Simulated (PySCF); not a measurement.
A calculated (LDA, PySCF 2.14, aug-cc-pVTZ with one added diffuse shell each of s, p, d, f type, the non-relativistic Hamiltonian (point nucleus)) atom or ion has these occupied shells.

| shell | electrons | orbital energy (eV) | rms radius, mean of both spins (bohr) |
| --- | --- | --- | --- |
| 1s | 2 | -305.74 | 0.317 |
| 2s | 2 | -40.147 | 1.49 |

Name the element and its charge.

C(2+) (carbon, charge +2), in [He] 2s2, closed-shell 1S.
